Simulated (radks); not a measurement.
Values are calculated unless marked as measured or tabulated.
The mean radii <r> (bohr) of the occupied orbitals of an atom or ion are listed with their occupations. Level of theory: scalar-relativistic Kohn-Sham, r2SCAN, spin-polarised, spherical densities, finite nucleus; meta-GGA in the generalised Kohn-Sham scheme; Fermi nuclear charge, rms radius of each element as measured or else 0.836 A^(1/3) + 0.57 fm (a radial shooting solver on a logarithmic mesh with Libxc functionals).

| orbital | occ. | <r> |
|---|---|---|
| 1s down | 1 | 0.01744 |
| 1s up | 1 | 0.01744 |
| 2s up | 1 | 0.07360 |
| 2s down | 1 | 0.07360 |
| 2p up | 3 | 0.06624 |
| 2p down | 3 | 0.06624 |
| 3s up | 1 | 0.1903 |
| 3s down | 1 | 0.1903 |
| 3p up | 3 | 0.1912 |
| 3p down | 3 | 0.1912 |
| 3d up | 5 | 0.1733 |
| 3d down | 5 | 0.1733 |
| 4s up | 1 | 0.4232 |
| 4s down | 1 | 0.4234 |
| 4p up | 3 | 0.4502 |
| 4p down | 3 | 0.4502 |
| 4d up | 5 | 0.4783 |
| 4d down | 5 | 0.4781 |
| 5s up | 1 | 0.9745 |
| 5s down | 1 | 0.9659 |
| 4f up | 7 | 0.5344 |
| 4f down | 7 | 0.5310 |
| 5p up | 3 | 1.110 |
| 5p down | 3 | 1.097 |
| 5d up | 4 | 1.417 |

Name the element and its charge. Open shells, if any, are filled with parallel spins first.

Answer. Z = 77, iridium, charge +5: Ir5+ in [Xe] 4f14 5d4. The 1s radius gives Z: for a bare nucleus <r> = (2 gamma + 1)/(2Z) with gamma = sqrt(1 - (Z/c)^2), 0.01724 bohr for Z = 77, and screening makes it slightly larger (0.01744 here). The occupations add up to 72, and the charge is Z minus that.
